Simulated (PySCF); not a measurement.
System: C4H4NS, charge 0, multiplicity 2. It need not be the lowest isomer of its formula. SMILES: [NH]c1ccsc1
Geometry from a B3LYP-D3(BJ)/def2-TZVP (Ansatz) optimisation:
```xyz
10

N     -2.2537    -0.8406    -0.0125
C     -0.9858    -0.4635     0.0052
C      0.2055    -1.2906     0.1540
C      1.3523    -0.5833     0.1291
S      1.0698     1.1238    -0.0751
C     -0.6140     0.8954    -0.1291
H     -2.3152    -1.8538     0.0978
H      0.1598    -2.3642     0.2719
H      2.3633    -0.9467     0.2175
H     -1.2965     1.7195    -0.2535
```
Charge 0, spin multiplicity 2.

Dispersion corrections to the total energy (kcal/mol) from the dftd3 and dftd4 libraries through PySCF: D3(BJ) without and D4 with the three-body term, each with the damping fitted for the functional named.

```
functional  D3(BJ)      D4
----------  ------  ------
PBE0         -5.60   -5.45
revPBE         [?]  -21.16
PBE          -6.45     [?]
r2SCAN       -1.76   -1.56
HSE06        -4.27   -5.06
PW6B95       -3.30   -5.79
BLYP        -14.02     [?]
```

Q: Complete the blanks.

A: 
- revPBE, D3(BJ): -16.42
- PBE, D4: -6.51
- BLYP, D4: -14.63
